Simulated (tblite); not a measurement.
Compound: C5H13GeN.
Geometry (GFN2-xTB, Å), atoms numbered from 1 in this order:
```xyz
20
C5H13GeN angstrom
C     -2.1795    1.0358   -0.5982
C     -0.8899    0.6072    0.0864
C     -0.9080   -0.8569    0.5750
C      0.3065   -1.4997   -0.1137
N      1.2154   -0.4058   -0.4066
Ge     2.5359   -0.0122    0.7888
C      0.3265    0.6470   -0.8581
H     -2.4066    0.3743   -1.4321
H     -2.0859    2.0508   -0.9795
H     -3.0115    1.0075    0.1022
H     -0.6985    1.2743    0.9339
H     -0.7980   -0.9045    1.6592
H     -1.8333   -1.3624    0.3024
H     -0.0006   -1.9590   -1.0614
H      0.7922   -2.2616    0.4972
H      3.3561   -1.2573    0.8851
H      2.1312    0.3962    2.1887
H      3.3082    1.1074    0.1727
H      0.0035    0.4159   -1.8810
H      0.8311    1.6137   -0.8641
```

Computed values, GFN2-xTB/tblite, gas phase, harmonic and unscaled. The method is semi-empirical: single wavenumbers can be off by several per cent or more. Modes of hydrogen on germanium can be 10 to 20 % off. One conformer, not necessarily the lowest.

Harmonic wavenumbers (cm⁻¹): 45.8, 85.0, 108.9, 203.5, 232.2, 288.0, 346.1, 434.8, 451.4, 532.9, 566.2, 609.8, 676.6, 770.1, 818.4, 837.3, 848.8, 890.3, 939.7, 957.0, 989.4, 1008.7, 1041.2, 1090.9, 1127.9, 1148.1, 1153.5, 1187.6, 1206.9, 1247.1, 1282.1, 1293.3, 1302.4, 1310.0, 1339.5, 1411.8, 1479.5, 1484.6, 1493.9, 1503.7, 1504.3, 1876.5, 2024.9, 2084.5, 2896.4, 2899.4, 2922.8, 2970.8, 2977.1, 2983.8, 3005.1, 3025.9, 3027.0, 3033.8.

A = 4109, B = 944.9, C = 875.5 MHz; mass 161.026 u (most abundant isotopes); point group C1, symmetry number 1.

Question: What is the zero-point energy?

Answer: Half the sum of the wavenumbers: 36489 cm⁻¹ = 104.33 kcal/mol.

Question: Entropy at 350 K, 1 bar (ideal gas, RRHO, classical rotation)?

Answer: Translation 41.96, rotation 29.42, vibration 29.01: S = 100.4 cal/(mol K).

Question: And Cp and H(350 K) − H(0)?

Answer: Cp = 41.19 cal/(mol K), of which vibrations give 33.24 (their classical limit is 54 R = 107.3); H(350 K) − H(0) = 8.23 kcal/mol without the zero-point energy, 5.44 from vibrations.

Question: Which modes carry the vibrational entropy at 350 K?

Answer: 45.8 cm⁻¹: 5.31; 85.0 cm⁻¹: 4.09; 108.9 cm⁻¹: 3.60; 203.5 cm⁻¹: 2.40; 232.2 cm⁻¹: 2.15; 288.0 cm⁻¹: 1.76 cal/(mol K); the other 48 give 9.70 together.

Question: What must be added to the electronic energy to get the Gibbs energy at 350 K and 1 bar?

Answer: ZPE + [H(350 K) − H(0)] − T·S = 104.33 + 8.23 − 35.14 = 77.42 kcal/mol.

Question: Blend soft modes into free rotors: weight 1/[1 + (100 cm⁻¹/ν̃)⁴] for the oscillator and the rest for a rotor with moment μB/(μ + B), μ = h/(8π²ν), B = 10⁻⁴⁴ kg m². What vibrational entropy results?

Answer: 26.69 cal/(mol K) in place of 29.01, which changes −T·S at 350 K by +0.81 kcal/mol.

Hindered rotation and anharmonicity are outside this model. Other conformers, if any are populated, would add a mixing term that is left out. The structure is chiral; the term R ln 2 for an equal mix with its mirror image is left out.

The run took 1.1 s on one thread of an Arm Neoverse N1, shared host with 64 logical CPUs at a one-minute load of 53. The figure is for the frequency step alone.
